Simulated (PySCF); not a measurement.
Al(AsH2)(Me)2 (C₂H₈AlAs), SMILES [CH3][Al]([CH3])[AsH2].

Coordinates come from a PBE-D3(BJ)/def2-SVP optimisation. The structure was generated by enumeration; whether it is a known compound was not checked.

Calculation: PBE/def2-TZVP run with PySCF.

Gas-phase values at a fixed geometry.

Computed frontier levels, gap, dipole moment and polarisability:
```
Quantity                                                                                                        Result
---------------------------------------------------------------------------------------------  -----------------------
highest occupied level                                                                                        -5.72 eV
lowest empty level                                                                                            -1.64 eV
orbital gap                                                                                                    4.08 eV
dipole moment                                                                                                   1.23 D
quadrupole, principal values (traceless, Buckingham form, about the centre of nuclear charge)   -3.64, -0.75, 4.39 D·Å
mean static polarisability                                                                       90.1 bohr³ (13.34 Å³)
polarisability, principal values                                                               71.4, 89.7, 109.0 bohr³
```
